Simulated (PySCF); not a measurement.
Vertical excitations of a molecule C₃H₁₀BrNOSi from TDA-ωB97X/def2-SVPD (PySCF 2.14.0), as energy in eV (oscillator strength): 6.73 (0.011), 7.39 (0.022), 7.50 (0.197), 7.74 (0.074), 7.85 (0.036), 8.00 (0.115). Lowest triplet (TDA): 6.59 eV. The structure is a stationary point at PBE0-D3(BJ)/def2-SVP. The values are those of a single conformer.

Which structure fits?
A) CO[SiH](Br)N(C)C
B) CCO[Si](C)(N)Br
C) CN(C)[Si](C)(O)Br
D) CC[Si](N)(Br)OC

C, CN(C)[Si](C)(O)Br
